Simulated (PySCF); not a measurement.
# How methods differ on the ionisation energy of Sn

Sn [Kr] 4d10 5s2 5p2 (3P) → Sn⁺ [Kr] 4d10 5s2 5p1 (2P), as a difference of total energies. Calculation: PySCF 2.14, in aug-cc-pVTZ-PP with ECP28MDF; a scalar-relativistic core potential. Correlated levels: valence: 4s2 4p6 4d10 frozen. The calculations carry no spin-orbit coupling.

Question: Order these methods by the ionisation energy they give, lowest first.
A. UHF
B. revPBE
C. r2SCAN
D. SCS-MP2 (valence)

Answer: A (6.851 eV), D (7.092 eV), B (7.209 eV), C (7.403 eV).

Errors of the correlated levels include the incompleteness of this basis and the frozen core.

For comparison: 7.389 eV (measured; NIST levels, between the centres of gravity of the two terms).
